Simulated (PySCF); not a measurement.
**[La(H2CO)]3+ at several levels of theory**

Computed with PySCF 2.14.0 (density fitting, no spin-orbit coupling) at the geometry relaxed with PBE0:

```xyz
5
[La(H2CO)]3+ (singlet)
La    0.0000    0.0000   -0.3113
O     0.0000    0.0000    1.9199
C     0.0000    0.0000    3.1806
H     0.9680    0.0000    3.7280
H    -0.9680    0.0000    3.7280
```

```json
{"level": "PBE0", "basis": "La def2-SVP with ECP46, O def2-SVP, C def2-SVP, H def2-SVP", "state": "singlet", "HOMO (eV)": "-24.39", "gap (eV)": "5.53", "charge on La1 (e)": "2.48", "population of f-type functions on La1 (core shells left out)": "0.06", "dipole about the centre of mass (D)": "3.36", "largest force component (eV/Å)": "0.00"}
{"level": "CAM-B3LYP", "basis": "the same", "state": "singlet", "HOMO (eV)": "-25.73", "gap (eV)": "7.97", "charge on La1 (e)": "2.49", "population of f-type functions on La1 (core shells left out)": "0.06", "dipole about the centre of mass (D)": "3.18", "largest force component (eV/Å)": "0.13"}
{"level": "PBE0", "basis": "La def2-TZVP with ECP46, O def2-TZVP, C def2-TZVP, H def2-TZVP", "state": "singlet", "HOMO (eV)": "-24.36", "gap (eV)": "5.51", "charge on La1 (e)": "2.52", "population of f-type functions on La1 (core shells left out)": "0.06", "dipole about the centre of mass (D)": "3.41", "largest force component (eV/Å)": "0.30"}
```

Charges are Mulliken's, which hang on the basis. The relaxation used the grid (50, 194), these runs (75, 302) or, all-electron (x2c bases, spin-free X2C Hamiltonian), (99, 590).

Task: What does wB97X with La def2-SVP with ECP46, O def2-SVP, C def2-SVP, H def2-SVP give here?

Result: state singlet, HOMO (eV) -26.66, gap (eV) 10.25, charge on La1 (e) 2.51, population of f-type functions on La1 (core shells left out) 0.06, dipole about the centre of mass (D) 2.99, largest force component (eV/Å) 0.27. Time: 13 s on 2 threads of Intel(R) Xeon(R) Processor @ 2.50GHz (Skylake/Cascade Lake), on a shared host, from an already converged density.

In the first row's basis the gap widens with exact exchange: 5.5 eV for PBE0 (a fixed share); 8.0 to 10.3 eV for CAM-B3LYP, wB97X (rising or full at long range).
